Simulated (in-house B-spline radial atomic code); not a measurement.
Configurations of Sb⁴⁺, with energies counted from [Kr] 4d10 5s1. Level of theory: scalar-relativistic (X2C) B3LYP, spin-polarised, spherical fractional occupations, exact exchange averaged over the configuration, Fermi nucleus of rms radius 4.6802 fm; calculated with an all-electron radial atomic-structure program (B-spline basis). Shells without spins written out take the highest spin.

Occupations are held fixed; configurations that lie above the ionisation limit could autoionise.

```json
{"configuration": "[Kr] 4d10 5d1", "E - E(ref) (eV)": "25.321", "highest orbital": "5d up", "its <r> (bohr)": "2.908"}
{"configuration": "[Kr] 4d9 5s2", "E - E(ref) (eV)": "27.875", "highest orbital": "5s down", "its <r> (bohr)": "1.92"}
{"configuration": "[Kr] 4d10 4f1", "E - E(ref) (eV)": "30.711", "highest orbital": "4f up", "its <r> (bohr)": "2.584"}
{"configuration": "[Kr] 4d9 5s1 6d1", "E - E(ref) (eV)": "66.725", "highest orbital": "6d up", "its <r> (bohr)": "5.13"}
{"configuration": "[Ar] 3d10 4s2 4p5 4d10 5s1 5d1", "E - E(ref) (eV)": "124.94", "highest orbital": "5d up", "its <r> (bohr)": "2.775"}
```

Task: Order these further configurations by energy, lowest first.
A. [Ar] 3d10 4s2 4p5 4d10 5s1 6s1
B. [Kr] 4d10 5p1
C. [Ar] 3d9 4s2 4p6 4d10 5s1 6s1
D. [Ar] 3d9 4s2 4p6 4d10 5s2
E. [Ar] 3d10 4s2 4p5 4d10 4f1 5s1

Result: B (10.848 eV), A (128.27 eV), E (129.25 eV), D (525.43 eV), C (554.87 eV).

Task: How far above the reference does [Ar] 3d10 4s2 4p5 4d10 5s1 6d1 lie?

Result: 138.23 eV; its least bound orbital is 6d up with <r> = 5.117 bohr.
